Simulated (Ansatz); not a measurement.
Ideal-gas functions of BFGeH3N (`[F][GeH]1[BH][NH]1`) at 500 K and 1 bar, from an Ansatz frequency run at PBE0-D4/def2-TZVP.

Molar mass 119.45 g/mol, point group C1 (symmetry number 1), electronic degeneracy 1, moments of inertia 44.093, 126.03, 139.448 u Å². Harmonic wavenumbers (cm⁻¹, unscaled): 191, 221, 415, 563, 570, 624, 682, 749, 828, 859, 997, 1403, 2161, 2712, 3587.

Use S(trans) = R[1.5 ln M + 2.5 ln T − 1.1517]; rotational temperatures θ = 24.2544 K / I; S(rot) = R[ln(√π/σ · √(T³/θAθBθC)) + 1.5]; for each mode x = 1.438777 ν̃/T, S = R[x/(eˣ − 1) − ln(1 − e⁻ˣ)] and H = RT x/(eˣ − 1); 1 cm⁻¹ = 0.0119627 kJ/mol; R = 8.31446 J/(mol·K).

Q: By hand: the entropy, in J/(mol·K).

A: Translation 179.3. Rotation: θ = 0.5501, 0.1924, 0.1739 K, giving 111.3. Vibration, mode by mode: 13.39, 12.22, 7.32, 5.16, 5.07, 4.48, 3.93, 3.37, 2.82, 2.63, 1.92, 0.75, 0.12, 0.03, 0.00, in all 63.2. Electronic 0.0. Sum 353.8 J/(mol·K).

Q: By hand: H − E and G − E in kJ/mol, counted from the electronic energy.

A: Zero-point energy ½ × 16562 × 0.0119627 = 99.1; thermal vibration 18.6; translation, rotation and pV give 4 RT = 16.6. H − E = 134.3 kJ/mol, and G − E = 134.3 − 500 × 353.8/1000 = -42.6 kJ/mol.

Vibration gives 18 % of the entropy. The sum counts one conformer and one mirror image; others add a mixing term.
